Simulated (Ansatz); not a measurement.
A nudged elastic band was laid between two geometries of C$_{2}$H$_{4}$ClFOSi (10 atoms, charge 0, multiplicity 1).

Theory: Ansatz 0.2.0, RKS PBE-D4/def2-SVP.

| Quantity | Value |
| --- | --- |
| movable images | 5 |
| climbing image | yes |
| spring | 5.0 eV/Å² |
| optimiser | quadratic models (default) |
| start path | through a guess of the saddle point |
| force threshold | 0.03 eV/Å |
| iteration limit | 60 |
| end points | relaxed |

Image 0:

```xyz
10
Properties=species:S:1:pos:R:3
F -1.805 -0.336 0.325
C -0.496 -0.060 0.020
C 0.267 -1.320 -0.293
Cl -0.347 -2.121 -1.791
O -0.375 0.996 -0.915
Si 0.240 1.547 0.611
H 1.338 -1.092 -0.451
H 0.162 -2.040 0.541
H -0.609 2.541 1.332
H 1.709 1.834 0.623
```

Image 6:

```xyz
10
Properties=species:S:1:pos:R:3
F -1.741 -0.054 0.224
C -0.388 0.109 0.271
C 0.327 -1.173 -0.079
Cl 0.340 -1.468 -1.887
O -0.010 1.181 -0.628
Si 0.573 1.447 1.346
H 1.387 -1.141 0.233
H -0.180 -2.032 0.398
H -0.710 2.281 1.523
H 0.486 0.800 -1.398
```

Question: Which bonds break or form, and what moves?

Answer: Bonds broken: Si6–H10. Bonds formed: O5–H10.

Question: What energy profile does the band end with?

Answer: The run converged. The highest image is number 3 of 0 to 6, 202.4 kJ/mol above the first end and 103.1 kJ/mol above the last; the last end lies 99.3 kJ/mol above the first. A vibrational analysis at the climbing image gives one clearly imaginary mode, 1317i cm⁻¹: a first-order saddle point. The orbitals stay closed-shell, which can raise the energy where a bond breaks towards radicals; this wasn't checked here.

```tsv
image	path coordinate (Å)	energy (kJ/mol)	Si6–H10 (Å)	O5–H10 (Å)
0	0.00	0.0	1.50	2.72
1	0.59	18.9	1.48	2.46
2	1.17	112.2	1.48	1.94
3	1.76	202.4	1.63	1.32
4	2.48	133.7	2.20	0.99
5	3.19	105.7	2.67	0.98
6	3.91	99.3	2.82	0.99
```

Question: What is the geometry of the highest image?

Answer: 
```xyz
10
Properties=species:S:1:pos:R:3
F -1.700 -0.041 0.177
C -0.341 0.055 0.008
C 0.288 -1.297 -0.207
Cl -0.241 -2.058 -1.758
O -0.032 1.046 -0.890
Si 0.466 1.454 1.125
H 1.389 -1.190 -0.240
H 0.009 -1.978 0.619
H -0.760 2.256 1.559
H 1.004 1.704 -0.389
```

Question: What are the harmonic wavenumbers there?

Answer: 1317i, 82, 136, 221, 311, 350, 389, 482, 577, 618, 698, 766, 820, 871, 900, 1072, 1192, 1232, 1267, 1385, 1886, 2054, 3025, 3099 cm⁻¹.

The run took 41 s on 2 threads of AMD EPYC 9R45 96-Core Processor (Zen 5) (shared host), peak memory 0.18 GiB.
